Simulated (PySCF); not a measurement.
A PySCF script (with the pyscf-properties extension) for the NMR shieldings of `CSC1=CSB([SiH3])S1`, C3H7BS3Si, on a GFN2-xTB geometry:

```python
import basis_set_exchange as bse
import numpy as np
from pyscf import gto, dft
from pyscf.prop import nmr

atoms = """
C    -3.546108   -0.185269   -0.098055
S    -2.249100   -0.159883   -1.367442
C    -0.786228   -0.049924   -0.404348
C    -0.684047    0.003396    0.931067
S     0.914573    0.107097    1.622829
B     1.808906    0.094441    0.076218
Si    3.770076    0.178927   -0.057364
S     0.708221   -0.006873   -1.332883
H    -4.483239   -0.257181   -0.640365
H    -3.519842    0.735550    0.477024
H    -3.418534   -1.053276    0.541444
H    -1.499698   -0.010966    1.628095
H     4.233171    1.394464   -0.738369
H     4.332973   -0.951606   -0.805825
H     4.414462    0.169093    1.261165
"""
names = dict.fromkeys(["C", "S", "B", "Si", "H"], "pcSseg-1")
basis = {el: gto.basis.parse(bse.get_basis(n, elements=[el], fmt="nwchem")) for el, n in names.items()}
mol = gto.M(atom=atoms, basis=basis, charge=0, verbose=0)
mf = dft.RKS(mol, xc="PBE0")
mf.grids.level = 2
mf.grids.alignment = dft.numint.BLKSIZE   # the property module wants whole blocks of grid points
mf.conv_tol = 1e-9
mf.kernel()

calc = nmr.RKS(mf)   # GIAO
C = mf.mo_coeff
Co = C[:, mf.mo_occ > 0]
resp = mf.gen_response(singlet=True, hermi=2)
def vind(x):   # induced exchange potential for any number of trial vectors
    d = np.einsum("pi,xij,qj->xpq", C, 2 * x.reshape(-1, C.shape[1], Co.shape[1]), Co, optimize=True)
    return np.einsum("xpq,pi,qj->xij", resp(d - d.transpose(0, 2, 1)), C, Co, optimize=True).ravel()
mo1, _ = nmr.rhf.solve_mo1(calc, with_cphf=vind)
sigma = calc.kernel(mo1)
for i, s in enumerate(sigma):   # ppm
    w = np.linalg.eigvalsh((s + s.T) / 2)
    print("%2d %-2s iso %8.1f  s11 %8.1f  s22 %8.1f  s33 %8.1f" % (i, mol.atom_pure_symbol(i), w.mean(), *w))
```

Problem. What are the results?

Solution. 
```
 0 C  iso    164.7  s11    151.4  s22    159.1  s33    183.5
 1 S  iso    457.0  s11    232.8  s22    433.6  s33    704.5
 2 C  iso     27.8  s11    -47.4  s22     31.4  s33     99.5
 3 C  iso     64.8  s11     -9.5  s22     68.5  s33    135.5
 4 S  iso    243.1  s11     86.8  s22    263.7  s33    379.0
 5 B  iso     43.7  s11     -0.4  s22      9.3  s33    122.2
 6 Si iso    466.5  s11    453.9  s22    461.4  s33    484.3
 7 S  iso    240.4  s11     91.5  s22    287.3  s33    342.3
 8 H  iso     29.3  s11     23.8  s22     26.4  s33     37.7
 9 H  iso     29.2  s11     24.7  s22     26.9  s33     35.9
10 H  iso     29.2  s11     24.7  s22     26.9  s33     35.9
11 H  iso     25.6  s11     19.8  s22     27.0  s33     30.1
12 H  iso     27.8  s11     24.1  s22     25.9  s33     33.4
13 H  iso     27.8  s11     24.0  s22     26.1  s33     33.4
14 H  iso     28.0  s11     23.8  s22     26.8  s33     33.3
```

These numbers come from an equivalent density-fitted implementation of the same equations, which agrees with the script to about 0.01 ppm for H and up to a few tenths of a ppm for heavy atoms, so last digits may differ.

Size and cost of the density-fitted run: 199 basis functions, 39 s wall time on 1 thread of an Arm Neoverse V1, shared host; peak memory 0.83 GiB.
